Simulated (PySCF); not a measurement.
First SCF of a structure search on quartet CoN₂, at a hand-made bent geometry. PySCF input:

```python
from pyscf import gto, scf, dft
mol = gto.M(atom='''
Co     0.000000     0.000000     0.000000
N      1.335200     0.000000     0.934900
N     -1.335200     0.000000     0.934900''',
    basis={'Co': 'def2-TZVP', 'N': 'def2-TZVP'},
    charge=0, spin=3)
mf = dft.UKS(mol, xc='PBE0')
mf.grids.atom_grid = (50, 194)
aux = {'Co': 'def2-universal-JKFIT', 'N': 'def2-universal-JKFIT'}
mf = mf.density_fit(auxbasis=aux)
mf.conv_tol = 1e-08
mf.diis_space = 10
mf.max_cycle = 60
mf.init_guess = 'minao'
mf.verbose = 4
mf.kernel()
```

Excerpt of the output (cycles alone):

```
init E= -1490.79904410375
cycle= 1 E= -1475.01691544015  delta_E= 15.8  |g|=  5.7  |ddm|= 17.1
cycle= 2 E= -1438.65441263602  delta_E= 36.4  |g|= 12.6  |ddm|= 19.2
cycle= 3 E= -1471.45617797067  delta_E= -32.8  |g|= 8.76  |ddm|= 7.47
cycle= 4 E= -1476.60035023046  delta_E= -5.14  |g|= 7.66  |ddm|= 1.99
cycle= 5 E= -1481.07168967159  delta_E= -4.47  |g|= 6.38  |ddm|= 1.73
cycle= 6 E= -1484.36415639113  delta_E= -3.29  |g|= 5.31  |ddm|= 2.04
cycle= 7 E= -1486.88378813478  delta_E= -2.52  |g|=  4.4  |ddm|= 1.35
cycle= 8 E= -1486.98185267442  delta_E= -0.0981  |g|= 4.21  |ddm|= 0.431
cycle= 9 E= -1489.35778737359  delta_E= -2.38  |g|= 3.31  |ddm|= 1.26
cycle= 10 E= -1488.82081539638  delta_E= 0.537  |g|= 3.58  |ddm|= 0.375
cycle= 11 E= -1488.95538225571  delta_E= -0.135  |g|=  3.5  |ddm|= 0.151
cycle= 12 E= -1474.24251064171  delta_E= 14.7  |g|= 5.52  |ddm|= 25.1
cycle= 13 E= -1488.53401591831  delta_E= -14.3  |g|=  3.7  |ddm|=   25
... 12 lines left out ...
cycle= 26 E= -1491.72300629547  delta_E= -1.14e-05  |g|= 0.00149  |ddm|= 0.00572
cycle= 27 E= -1491.72301293217  delta_E= -6.64e-06  |g|= 0.00117  |ddm|= 0.00509
cycle= 28 E= -1491.72301673337  delta_E= -3.8e-06  |g|= 0.000409  |ddm|= 0.00447
cycle= 29 E= -1491.72301786526  delta_E= -1.13e-06  |g|= 0.000345  |ddm|= 0.00263
cycle= 30 E= -1491.72301822716  delta_E= -3.62e-07  |g|= 0.000117  |ddm|= 0.00174
cycle= 31 E= -1491.72301828675  delta_E= -5.96e-08  |g|= 5.95e-05  |ddm|= 0.000504
cycle= 32 E= -1491.72301830461  delta_E= -1.79e-08  |g|= 3.18e-05  |ddm|= 0.000296
cycle= 33 E= -1491.72301830966  delta_E= -5.06e-09  |g|= 1.33e-05  |ddm|= 0.000248
Extra cycle  E= -1491.72301831022  delta_E= -5.6e-10  |g|= 2.7e-05  |ddm|= 3.64e-05
converged SCF energy = -1491.72301831022  <S^2> = 4.1649215  2S+1 = 4.2023429
```

No lower solution of this spin was found from smeared starts or by a stability analysis within the unrestricted form.

With open d or f shells other occupations or spin states may lie lower.

The search for the lowest solution, 3 starts and the stability check together, took 19 s on 4 threads of a shared Arm Neoverse V1 host, with 107 basis functions; the process peaked at 0.41 GiB. Launch command: `OMP_NUM_THREADS=4 python axn.py task.json out`.
